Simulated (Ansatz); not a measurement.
Isolated molecules relaxed with PBE0-D4/def2-TZVP in Ansatz; ΔE leaves out vibrations. CBS: MP2 limit from def2 TZ/QZ plus the TZ coupled-cluster correction, frozen cores. This one scheme is used for every species. DFT in def2-TZVPP. B3LYP here is the variant with VWN-RPA as its local correlation; programs differ in this. One conformer a species, not always the lowest.

Reaction (formal exchange of groups at the Si–O bond): `CS[SiH](O)F` + SiH₄ → `CS[SiH](F)[SiH3]` + H₂O

(1) Is it downhill or uphill in electronic energy at CCSD(T)/CBS, and by how much? (An estimate is asked.)

(2) What do these levels give: r2SCAN-D4, B3LYP-D4, ωB97X-V, B3LYP, HF/def2-TZVPP, CCSD(T)/def2-TZVPP? (Estimate.)

Largest T1 diagnostic among the species: 0.012.

Results:

(1) Computed: Uphill: ΔE = +27.6 kcal/mol.

(2) The calculation gave: r2SCAN-D4 28.0, B3LYP-D4 28.0, ωB97X-V 28.3, B3LYP 29.2, HF/def2-TZVPP 34.4, CCSD(T)/def2-TZVPP 28.7 kcal/mol.

The D4 term adds −1.2 kcal/mol with B3LYP and −0.7 kcal/mol with PBE0; it sums over pairs of atoms, weighted by their polarisabilities, and B3LYP, whose exchange is more repulsive, gets the larger term. From PBE to PBE0 (25 % exact exchange), in def2-TZVPP and without D4, ΔE moves by +1.7 kcal/mol.
